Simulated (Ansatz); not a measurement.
Start from `O=CC[SiH3]` and change one atom or group to get `BCC=O`.

Ansatz, PBE0-D4/def2-TZVP geometries, multiplicity 1. Each molecule was computed in one conformer, which needn't be the lowest.

```tsv
property	`O=CC[SiH3]`
LUMO energy (B3LYP/def2-TZVPP) / eV	-1.16
zero-point energy (PBE0-D4/def2-TZVP) / kJ/mol	185.7
LUMO energy (ωB97M-V/def2-TZVPP) / eV	1.46
HOMO–LUMO gap (ωB97M-V/def2-TZVPP) / eV	11.56
HOMO energy (PBE/def2-TZVPP) / eV	-6.12
size of the dipole moment (B3LYP/def2-TZVPP) / D	2.74
```

Question: What does the change do to each property? (An estimate is asked.)

Answer: The calculation gave: 
```csv
property,`BCC=O`,shift
LUMO energy (B3LYP/def2-TZVPP) / eV,-2.02,-0.86
zero-point energy (PBE0-D4/def2-TZVP) / kJ/mol,173.6,-12.1
LUMO energy (ωB97M-V/def2-TZVPP) / eV,0.17,-1.29
HOMO–LUMO gap (ωB97M-V/def2-TZVPP) / eV,10.05,-1.51
HOMO energy (PBE/def2-TZVPP) / eV,-5.95,0.17
size of the dipole moment (B3LYP/def2-TZVPP) / D,2.69,-0.05
```

With PBE0 the HOMO rises by 0.21 eV and the LUMO falls by 0.90 eV, so the gap narrows by about 1.11 eV. PBE moves the HOMO by 0.17 eV and ωB97M-V by 0.22 eV. The zero-point energy changes by -12.1 kJ/mol with -3 modes. Dipoles are sizes alone; their direction can turn.

B3LYP here is the variant with VWN-RPA as its local correlation; programs differ in this.
